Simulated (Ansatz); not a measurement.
Ansatz (a quantum-chemistry and plane-wave program) input:

Ansatz 0.2 input:
```yaml
crystal:
  periodic: [false, false, false]
  atoms:
    - {symbol: Hg, position_ang: [-0.00000000, -0.00000000, -0.73352435]}
    - {symbol: Br, position_ang: [0.00000000, 0.00000000, 1.67662709]}
basis:
  gaussian:
    orbitals: def2-SVPD
total_charge: 1
magnetization: {spin_polarized: false}
correlation: {method: ccsd_t, electrons: outside_noble_gas}
output: {forces: true}
```

Which total energy does the run end on?

-2724.73703 Eh (CCSD(T)/def2-SVPD). The basis has 76 functions.
